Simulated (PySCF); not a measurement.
## Nd: ionisation energy

Nd [Xe] 4f4 6s2 (high-spin determinant) → Nd⁺ [Xe] 4f4 6s1 (high-spin determinant), as a difference of total energies. All numbers are calculated (PySCF 2.14, scalar relativity by spin-free X2C-1e, in ANO-RCC-VTZP (8s7p5d3f2g1h, 104 functions)). Correlated levels: valence: [Kr] 4d10 frozen; valence and next inner shell: [Ar] 3d10 frozen. The calculations carry no spin-orbit coupling.

```csv
method,ionisation energy (eV),error (eV)
UHF,4.491,-1.034
LDA,5.672,+0.147
PBE,5.463,-0.062
PBE0,5.366,-0.159
r2SCAN,5.132,-0.393
MP2 (valence),5.364,-0.161
SCS-MP2 (valence),5.416,-0.109
MP2 (valence and next inner shell),5.401,-0.124
SCS-MP2 (valence and next inner shell),5.435,-0.090
```

Reference: 5.525 eV (measured; NIST Atomic Spectra Database, ionization energies).

Errors of the correlated levels include the incompleteness of this basis and the frozen core.

The determinant of Nd and of Nd⁺ mixes LS terms, which raises its energy above the lowest term, most at the Hartree-Fock and MP2 levels.
